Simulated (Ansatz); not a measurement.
FeF3⁻. Total charge -1; quintet. Geometry PBE0-D4/def2-TZVPD; atoms count from 1.

```xyz
4

Fe    0.000    0.000    0.000
F     1.274   -0.590   -1.206
F    -0.145   -0.805    1.660
F    -1.129    1.395   -0.454
```

(1) Estimate the Mulliken populations from the PBE0/def2-TZVPD orbitals of Ansatz.

(2) Where does the spin sit?

(3) And the Mayer bond orders between heavy atoms (over 0.3)?

Answers

(1) 
| atom | charge (e) | spin (α − β) | d electrons |
| --- | --- | --- | --- |
| Fe1 | 1.39 | 3.77 | 6.18 |
| F2 | -0.80 | 0.08 | – |
| F3 | -0.80 | 0.08 | – |
| F4 | -0.80 | 0.08 | – |
Mulliken values depend strongly on the basis. With diffuse functions, as here, like atoms can get unlike values, and bond orders can come out too low or too high.

(2) Summed by element: Fe 3.77, F 0.23, of 4 unpaired in all. Largest on single atoms: Fe1 3.77, F2 0.08, F4 0.08.

(3) Fe1–F2 0.36 (1.85 Å); Fe1–F3 0.36 (1.85 Å); Fe1–F4 0.36 (1.85 Å).
